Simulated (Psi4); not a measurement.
**CH4SZn (SMILES C[S][ZnH]): entropy by statistical mechanics**

A singlet with charge 0, relaxed at PBE0-D4/def2-TZVP (density fitting) (Psi4 1.11):

```xyz
7

C    -0.8035    0.5296   -0.5032
S    -0.0671   -0.0394    1.0663
Zn    1.6912   -1.1168    0.3910
H    -1.0912   -0.3048   -1.1413
H    -0.1348    1.1962   -1.0459
H    -1.7026    1.0857   -0.2386
H     2.9398   -1.8833   -0.0631
```

Harmonic wavenumbers in cm⁻¹: 93, 142, 397, 444, 452, 721, 961, 978, 1348, 1476, 1477, 1926, 3067, 3155, 3156.

Masses in u: C 12.011, S 32.06, Zn 65.38, H 1.008. Take T = 298.15 K, p = 1 bar, R = 8.3145 J/(mol K), kT/hc = 207.22 cm⁻¹, rigid rotor and harmonic oscillator.

Question: Compute the standard molar entropy.

Answer: 
1. Translation (Sackur–Tetrode): S = R[3/2 ln M + 5/2 ln T − 1.1517] with M = 113.483 gives 167.9 J/(mol K).
2. Rotation: principal moments 30.417, 172.546, 199.762 u Å² give A, B, C = 0.5542, 0.0977, 0.0844 cm⁻¹; the symmetry number is σ = 1; q = (√π/σ)√((kT/hc)³/ABC) = 78212; S = R(ln q + 3/2) = 106.2.
3. Vibration: with u = ν̃/207.22, each mode gives R[u/(eᵘ − 1) − ln(1 − e⁻ᵘ)]; the sum is 39.7, most from 93 cm⁻¹ (15.0), 142 cm⁻¹ (11.6), 397 cm⁻¹ (4.1).
4. Spin: R ln 1 = 0.0.
5. Sum: 167.9 + 106.2 + 39.7 + 0.0 = 313.8 J/(mol K).

No measured value is set beside it here. Where a soft mode is a torsion, a harmonic oscillator describes it poorly.
